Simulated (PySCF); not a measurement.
Computed shifts of a molecule C3H9AlO, PBE/pcSseg-1 (PySCF), GIAO, gas phase, atoms alike by connectivity averaged where their shifts nearly agree, in ppm (number of nuclei): ¹H: 5.22 (1), 4.68 (1), 4.54 (1), 1.50 (3), -0.06 (3). ¹³C: 67.8 (1), 26.3 (1), -9.0 (1). References: ¹H against TMS (σ = 31.49 ppm); ¹³C against TMS (σ = 182.0 ppm); ¹⁷O against H2O (σ = 334.3 ppm), references at their B3LYP-D3(BJ)/def2-TZVP geometries, non-relativistic. Geometry: PBE0-D3(BJ)/def2-SVP. One conformer was computed; it need not be the lowest.

Which structure fits?
A) C[CH2][Al]([CH3])[OH]
B) CC(C)[O][AlH2]
C) CC[O][AlH][CH3]
D) C[CH](C)[AlH][OH]

C, CC[O][AlH][CH3]
